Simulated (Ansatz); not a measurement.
Consider the formal hydrolysis of a B–Si bond: `OB(S)[SiH2]Cl` + H₂O → `OB(O)S` + `[SiH3]Cl`.

Calculated with Ansatz (gas phase, PBE0-D4/def2-TZVP geometries, no zero-point term in ΔE). CBS: MP2 limit from def2 TZ/QZ plus the TZ coupled-cluster correction, frozen cores. This one scheme is used for every species. DFT in def2-TZVPP. B3LYP here is the variant with VWN-RPA as its local correlation; programs differ in this. Each species was taken in one conformer, which may not be the lowest.

```csv
level,ΔE (kcal/mol),difference from CCSD(T)/CBS
PBE-D4,-28.4,3.1
r2SCAN-D4,-32.4,-0.9
B3LYP-D4,-32.2,-0.7
PBE,-29.8,1.7
B3LYP,-34.5,-3.0
HF/def2-TZVPP,-40.4,-8.9
SCS-MP2/def2-TZVPP,-34.2,-2.7
HF/def2-QZVPP,-40.6,-9.1
MP2/CBS(def2),-31.9,-0.4
CCSD/CBS(def2),-32.7,-1.2
CCSD(T)/CBS,-31.5,0
```

Largest T1 diagnostic among the species: 0.013.

The D4 term adds +2.3 kcal/mol with B3LYP and +1.3 kcal/mol with PBE0; it sums over pairs of atoms, weighted by their polarisabilities, and B3LYP, whose exchange is more repulsive, gets the larger term. From PBE to PBE0 (25 % exact exchange), in def2-TZVPP and without D4, ΔE moves by −1.9 kcal/mol.
